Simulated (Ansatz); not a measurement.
Geometry optimisation, RKS PBE-D4/def2-SVP (Ansatz 0.2.0).

input.yaml

```yaml
crystal:
  periodic: [false, false, false]
  atoms:
    - { symbol: O, position_ang: [-1.5872, 0.2357, -1.3569] }
    - { symbol: Si, position_ang: [-0.6925, 0.8545, -0.06] }
    - { symbol: Ge, position_ang: [0.4653, -0.8994, 0.8475] }
    - { symbol: S, position_ang: [1.8903, -1.7753, -0.6946] }
    - { symbol: H, position_ang: [-2.0983, 1.0773, -1.7304] }
    - { symbol: H, position_ang: [-1.5675, 1.4594, 0.9627] }
    - { symbol: H, position_ang: [0.2797, 1.8793, -0.541] }
    - { symbol: H, position_ang: [-0.4517, -1.9605, 1.371] }
    - { symbol: H, position_ang: [1.3661, -0.3626, 2.0799] }
    - { symbol: H, position_ang: [2.4788, -0.5595, -0.8753] }
basis:
  gaussian: { orbitals: def2-SVP }
hamiltonian:
  xc: pbe
  dispersion: d4
relax:
  f_tol: 0.02
  max_steps: 50
```

Launched with:

```bash
$ ansatz run input.yaml --threads 2 --pin off --max-ram 3072MiB --backend cpu --events-out ev --progress --plain --runs-dir out
```

Q: Where does it end, and by what steps?

A: The forces met the threshold. The force dipped under the threshold on the way, but the program's further checks kept it going. After 9 steps the energy has fallen by 0.310 eV; H6 moved furthest, 0.21 Å.

| step | energy less start (eV) | largest force component (eV/Å) | accepted |
| --- | --- | --- | --- |
| 0 | 0.0000 | 2.531 | yes |
| 1 | -0.2633 | 1.144 | yes |
| 2 | -0.2870 | 0.360 | yes |
| 3 | -0.2994 | 0.286 | yes |
| 4 | -0.3038 | 0.235 | yes |
| 5 | -0.3042 | 0.241 | yes |
| 6 | -0.3091 | 0.029 | yes |
| 7 | -0.3098 | 0.010 | yes |
| 8 | -0.3099 | 0.034 | yes |
| 9 | -0.3100 | 0.014 | yes |

```xyz
10
Properties=species:S:1:pos:R:3
O -1.668 0.268 -1.262
Si -0.693 0.939 -0.063
Ge 0.502 -0.898 0.890
S 1.919 -1.746 -0.652
H -2.165 0.908 -1.803
H -1.500 1.661 0.993
H 0.303 1.930 -0.620
H -0.423 -2.089 1.247
H 1.287 -0.477 2.169
H 2.520 -0.547 -0.896
```

Run time: 14 s on 2 threads of Intel(R) Xeon(R) 6975P-C (Granite Rapids) (shared host), peak memory 0.17 GiB.
